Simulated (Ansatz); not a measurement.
Reaction (substitution at a C–C bond): `COC(C)=N` + `[NH2][Sc]([OH])[OH]` → `C[O][Sc]([NH2])[OH]` + `COC=N`

Calculated with Ansatz (gas phase, PBE0-D4/def2-TZVP geometries, no zero-point term in ΔE). CCSD(T)/CBS adds triple-zeta CCSD(T) − MP2 to the extrapolated MP2 energy (def2 sets, frozen cores). Functionals use def2-TZVPP. B3LYP here is the variant with VWN-RPA as its local correlation; programs differ in this. For Sc outer-core shells are correlated without core-valence functions, which leaves a few kJ/mol of doubt a bond. Scalar relativity is left out up to krypton. Each species was taken in one conformer, which may not be the lowest.

```json
{"level": "r2SCAN-D4", "ΔE (kJ/mol)": "72.5"}
{"level": "B2PLYP", "ΔE (kJ/mol)": "68.8"}
{"level": "PBE", "ΔE (kJ/mol)": "66.7"}
{"level": "PBE0", "ΔE (kJ/mol)": "71.5"}
{"level": "B3LYP", "ΔE (kJ/mol)": "64.2"}
{"level": "SCS-MP2/def2-QZVPP", "ΔE (kJ/mol)": "74.0"}
{"level": "MP2/CBS(def2)", "ΔE (kJ/mol)": "81.3"}
{"level": "CCSD/CBS(def2)", "ΔE (kJ/mol)": "75.4"}
```

Task: What does CCSD(T)/CBS give? (Best estimate.)

Result: Ansatz gave: +75.3 kJ/mol. The listed levels differ from it by -2.8, -6.5, -8.6, -3.8, -11.1, -1.3, 6.0, 0.1 kJ/mol.

Largest T1 diagnostic among the species: 0.016.

From PBE to PBE0 (25 % exact exchange), in def2-TZVPP and without D4, ΔE moves by +4.9 kJ/mol. In def2-TZVPP, CCSD(T) changes the Hartree–Fock value by +6.7 kJ/mol (the triples alone add −0.1 kJ/mol) and MP2 by +12.7 kJ/mol.
